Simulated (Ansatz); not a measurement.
One change: `N/C=C\F` becomes `N/C=[CH]/[AlH][F]`.

Ansatz, PBE0-D4/def2-TZVP geometries, multiplicity 1. Each molecule was computed in one conformer, which needn't be the lowest.

```tsv
property	`N/C=C\F`
HOMO–LUMO gap (PBE0/def2-TZVPP) / eV	7.03
size of the dipole moment (PBE/def2-TZVPP) / D	1.91
HOMO energy (ωB97M-V/def2-TZVPP) / eV	-8.27
ideal-gas entropy at 298 K and 1 bar (rigid rotor, harmonic PBE0-D4/def2-TZVP) / J/(mol·K)	282
LUMO energy (B3LYP/def2-TZVPP) / eV	0.62
HOMO energy (PBE0/def2-TZVPP) / eV	-6.03
```

(1) What does the change do to each property? (Best estimate.)

Results:

(1) Ansatz gave: 
| property | `N/C=[CH]/[AlH][F]` | shift |
| --- | --- | --- |
| HOMO–LUMO gap (PBE0/def2-TZVPP) / eV | 5.71 | -1.32 |
| size of the dipole moment (PBE/def2-TZVPP) / D | 4.17 | 2.26 |
| HOMO energy (ωB97M-V/def2-TZVPP) / eV | -8.51 | -0.24 |
| ideal-gas entropy at 298 K and 1 bar (rigid rotor, harmonic PBE0-D4/def2-TZVP) / J/(mol·K) | 342 | 60 |
| LUMO energy (B3LYP/def2-TZVPP) / eV | -0.89 | -1.51 |
| HOMO energy (PBE0/def2-TZVPP) / eV | -6.38 | -0.35 |

With PBE0 the HOMO falls by 0.35 eV and the LUMO falls by 1.67 eV, so the gap narrows by about 1.32 eV. PBE moves the HOMO by -0.53 eV and ωB97M-V by -0.24 eV. The zero-point energy changes by 17.7 kJ/mol with +6 modes. Dipoles are sizes alone; their direction can turn.

B3LYP here is the variant with VWN-RPA as its local correlation; programs differ in this.
